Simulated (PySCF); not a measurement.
CH$_{3}$AlFIO, singlet, geometry from GFN2-xTB (such geometries of metal compounds can be far from the true shape) (core potentials on I).

The PySCF input:
```python
from pyscf import gto, scf, dft

mol = gto.M(
    atom='''
Al    0.87361253   -0.06285644   -0.76229203
F     2.20122642    0.87216246   -1.02626783
I    -0.73657837    0.52055415    1.04685936
O     0.60876528   -1.38017572   -1.69153332
C     0.35547820   -2.52050556   -2.46599022
H     0.03873923   -2.22083505   -3.46641176
H     1.26278325   -3.12214215   -2.54198070
H    -0.43386064   -3.11428218   -2.00073899
''',
    basis='def2-svpd',
    ecp={'I': 'def2-svpd'},
    verbose=4,
    max_memory=1800,
)

mf = dft.RKS(mol)
mf.xc = 'r2scan'
mf = mf.density_fit(auxbasis='def2-universal-jkfit')
mf.kernel()
```

Question: Estimate the number of basis functions that DF-R2SCAN/def2-SVPD in PySCF returns for this input.

Answer: 149

Question: What is the computed nuclear repulsion energy (DF-R2SCAN/def2-SVPD)?

Answer: 303.8999 Eh

Question: What Mulliken (on the basis functions themselves) charges in atom order does DF-R2SCAN/def2-SVPD give?

Answer: Al1 0.59, F2 -0.64, I3 -0.45, O4 -0.09, C5 0.76, H6 -0.06, H7 -0.06, H8 -0.06

Question: What is the computed HOMO energy (DF-R2SCAN/def2-SVPD)?

Answer: -6.94 eV

Question: What HOMO-LUMO gap does DF-R2SCAN/def2-SVPD give?

Answer: 5.23 eV

Question: Predict the dipole moment from DF-R2SCAN/def2-SVPD.

Answer: 2.35 D

Question: Roughly what does it cost on one core?

Answer: roughly 40 core-seconds.
